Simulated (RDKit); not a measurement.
RDKit input (UFF):

```python
from rdkit import Chem
from rdkit.Chem import AllChem, rdDetermineBonds

mol = Chem.MolFromXYZFile('mol.xyz')
rdDetermineBonds.DetermineBonds(mol, charge=-1)
print('SMILES', Chem.MolToSmiles(Chem.RemoveHs(mol)))
ff = AllChem.UFFGetMoleculeForceField(mol)
e0 = ff.CalcEnergy()
flag = ff.Minimize(maxIts=5000, forceTol=1e-5)
print(f'energy {e0:.4f} -> {ff.CalcEnergy():.4f} kcal/mol, converged: {flag == 0}')
print(Chem.MolToXYZBlock(mol))
```
mol.xyz:
```
5

Ge     0.06687803    -0.59132990    -0.00140343
O      1.70323732    -0.62966900    -0.36875830
Cl    -0.84841036     1.54454633     0.15527826
H     -0.94737056    -1.17697927    -1.04822927
H     -0.39564896    -1.12039959     1.40347513
```

Output:

```
SMILES [O-][GeH2][Cl]
energy 15.0025 -> 0.0000 kcal/mol, converged: True
5

Ge    -0.091848   -0.510642    0.032475
O      1.653266   -0.535853   -0.359701
Cl    -0.778059    1.540315    0.139208
H     -0.880174   -1.262541   -1.070288
H     -0.324500   -1.205110    1.398668
```

The dipole moment of an ion depends on the origin.

The geometry given is a B3LYP-D3(BJ)/def2-TZVP minimum.
